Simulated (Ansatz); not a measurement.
Mulliken charges of CH5AlOSiTe, SMILES `O[C]1([SiH3])[AlH][Te]1` from B3LYP/def2-TZVPP in Ansatz (PBE0-D4/def2-TZVP geometry).

```tsv
atom	x (Å)	y (Å)	z (Å)	charge (e)
O1	0.443	1.347	1.133	-0.261
C2	0.123	0.464	0.136	-0.019
Si3	-0.142	-1.268	0.808	0.256
Al4	0.250	0.700	-1.800	0.260
Te5	-2.018	0.931	-0.967	-0.164
H6	0.683	2.206	0.769	0.193
H7	1.094	-1.703	1.520	-0.072
H8	-0.352	-2.159	-0.364	-0.066
H9	-1.293	-1.374	1.742	-0.052
H10	1.296	0.805	-2.972	-0.075
```

**Question.** By hand: the dipole of these point charges (1 e Å = 4.8032 D).

**Answer.** Σ q r = (0.288, 0.046, -0.206) e Å, of length 0.357 e Å = 1.71 D.

**Question.** How does the dipole of the full density compare? (An estimate is asked.)

**Answer.** Computed: (0.400, 0.183, -0.225) e Å, 2.37 D; the point charges give 0.72 times that, at 16° from its direction.

Point charges leave out the atoms' own dipoles, such as those of lone pairs, and Mulliken's split depends on the basis, so the two needn't agree.

B3LYP here is the variant with VWN-RPA as its local correlation; programs differ in this.
